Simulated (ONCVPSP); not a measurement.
# What one change does to a pseudopotential (Au (Z = 79), ONCV)

```
Element                 : gold
Generator               : ONCVPSP 4.0.1
Type                    : optimised norm-conserving Vanderbilt (ONCV)
Functional              : PBE
Relativity              : scalar-relativistic
Frozen core             : [Kr] 4d10
Valence charge          : 33
Reference configuration : 4f14 5s2 5p6 5d10 6s1
Partial waves           : 5s+6s: rc 1.80 bohr, ncon 3, nbas 7, qcut 8.7 1/bohr, 2 projectors; 5p: rc 1.10 bohr, ncon 3, nbas 8, qcut 8.4 1/bohr, 3 projectors, debl 2.9 Ha; 5d: rc 1.95 bohr, ncon 4, nbas 9, qcut 8.7 1/bohr, 2 projectors, debl 3.9 Ha; 4f: rc 0.60 bohr, ncon 4, nbas 8, qcut 33.1 1/bohr, local
Local potential         : the f channel
Core correction         : Teter function, fcfact 1.5, rcfact 1.1
```

All-electron outer shells of the reference configuration (PBE, scalar-relativistic, ld1.x):

| shell | level (eV) | outermost node (bohr) | outermost maximum (bohr) |
| --- | --- | --- | --- |
| 4d | -325.90 | 0.20 | 0.41 |
| 5s | -108.37 | 0.48 | 0.84 |
| 4f | -81.12 | – | 0.37 |
| 5p | -59.78 | 0.52 | 0.96 |
| 5d | -6.88 | 0.56 | 1.21 |
| 6s | -5.76 | 1.11 | 2.32 |

Change: all radii but the core radius scaled by about 0.79 (s 1.42, p 0.88, d 1.54, f 0.48 bohr).

Cutoffs: the cutoffs (Ha) at which the residual kinetic energy of the hardest occupied pseudo-wave falls to 1 and 0.1 mHa per electron; they do not see the model core or the augmentation charge, which bear on the density cutoff. Errors are all-electron minus pseudo energies relative to the spin-unpolarised reference configuration.

What does the change do?

The potential gets harder (417 Ha and 459 Ha → 491 Ha and 542 Ha); both files keep a bound ghost (d, p, s); of the 4 tests that both files solve, the error grows in 0 and shrinks in 2 by more than 15 % and 0.3 meV (median size 6.7 → 5.8 meV). A smaller radius makes the pseudo-wave follow the all-electron one further in, where it bends more sharply, so more plane waves are needed.

```csv
quantity,base,changed
"cutoff, loose",417 Ha,491 Ha
"cutoff, tight",459 Ha,542 Ha
loose cutoff by channel,"s 22 Ha, p 36 Ha, d 22 Ha, f 417 Ha","s 28 Ha, p 58 Ha, d 21 Ha, f 491 Ha"
bound ghosts,"s, p, d","s, p, d"
GHOST(+) flags under 300 eV,none,none
"largest miss of a reference level, eV",0.01,0.05
"error for 4f14 5s2 5p6 5d10 6s0, meV [ΔE 9.41 eV]",-5.7,-4.6
"error for 4f14 5s2 5p6 5d9 6s0, meV [ΔE 30.62 eV]",-7.7,-6.9
"error for 4f14 5s2 5p6 5d8 6s0, meV [ΔE 64.49 eV]",-16,-15
"error for 4f14 5s2 5p6 5d9 6s2, meV [ΔE 1.69 eV]",-1.5,+0.2
"rms error of d²Exc/dni dnj with the model core, mHa",5.40,5.05
```

 A true bound ghost makes a file unfit for plane-wave use even where its test errors are small: the radial tests pick states by their node count and pass the ghost by.
